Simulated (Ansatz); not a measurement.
`O=C[SiH2][SiH2][SiH3]`, relaxed with RKS PBE0-D4/def2-TZVP in Ansatz 0.2.0 from a PBE-D4/def2-SVP geometry. The force threshold is 0.005 eV/Å; the program also tests the step.

Total charge 0; spin multiplicity 1.

Start:

```xyz
13

O     1.898    1.019   -0.114
C     1.075    1.801   -0.562
Si   -0.693    1.166   -1.096
Si   -1.254   -0.520    0.443
Si    0.683   -1.766    0.949
H     1.345    2.899   -0.687
H    -1.665    2.312   -1.212
H    -0.498    0.566   -2.467
H    -2.318   -1.405   -0.155
H    -1.816    0.111    1.692
H     1.565   -1.017    1.905
H     0.247   -3.051    1.609
H     1.430   -2.114   -0.307
```

```csv
step,energy (eV),largest force (eV/Å),largest move (Å)
1,-26834.9461,1.289,0.000
2,-26834.9901,0.152,0.049
3 (rejected),-26834.9871,0.329,0.034
4,-26834.9935,0.056,0.016
5,-26834.9940,0.073,0.023
6,-26834.9942,0.030,0.026
7,-26834.9946,0.009,0.020
8,-26834.9947,0.012,0.021
9,-26834.9947,0.047,0.028
10 (rejected),-26834.9946,0.159,0.043
11 (rejected),-26834.9946,0.050,0.021
12,-26834.9949,0.019,0.010
13,-26834.9950,0.040,0.015
14,-26834.9951,0.067,0.017
15,-26834.9951,0.088,0.017
16,-26834.9952,0.101,0.018
17,-26834.9952,0.113,0.026
18,-26834.9953,0.075,0.005
19,-26834.9953,0.063,0.005
20 (rejected),-26834.9933,0.206,0.030
21,-26834.9954,0.006,0.011
22,-26834.9954,0.012,0.013
23,-26834.9954,0.019,0.017
24,-26834.9954,0.017,0.011
25,-26834.9955,0.009,0.005
26,-26834.9955,0.004,0.002
27,-26834.9955,0.005,0.009
28,-26834.9955,0.003,0.003
```

End:

```xyz
13

O     1.830    1.184    0.067
C     1.062    1.833   -0.600
Si   -0.678    1.147   -1.082
Si   -1.225   -0.522    0.460
Si    0.669   -1.806    0.960
H     1.376    2.841   -0.960
H    -1.638    2.284   -1.156
H    -0.523    0.591   -2.456
H    -2.297   -1.370   -0.132
H    -1.767    0.117    1.691
H     1.502   -1.130    1.984
H     0.226   -3.124    1.496
H     1.462   -2.046   -0.273
```

It took 2.3 min on 4 threads of an Arm Neoverse V1 on a shared host, with 0.7 GiB of host memory at the peak.
